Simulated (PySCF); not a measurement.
A structure optimised at PBE-D3(BJ)/def2-SVP, used in a PySCF frequency run:

```xyz
12

C      2.1868     1.6084     0.3502
C      1.5824     0.5530     0.4810
C      0.8320    -0.7088     0.5868
N     -0.1843    -0.9180    -0.4407
Si    -1.7487    -0.1238    -0.3841
H      2.7190     2.5429     0.2409
H      0.3395    -0.7520     1.5844
H      1.5539    -1.5573     0.5821
H      0.2280    -1.0218    -1.3733
H     -2.3389    -0.4125     0.9696
H     -2.5816    -0.7335    -1.4767
H     -1.7555     1.3767    -0.5726
```
Charge 0, spin multiplicity 1.

Write its SMILES and formula.

C#CCN[SiH3], C3H7NSi

What are its rotational constants (standard atomic weights)?

8.8299, 2.0101, 1.7671 GHz
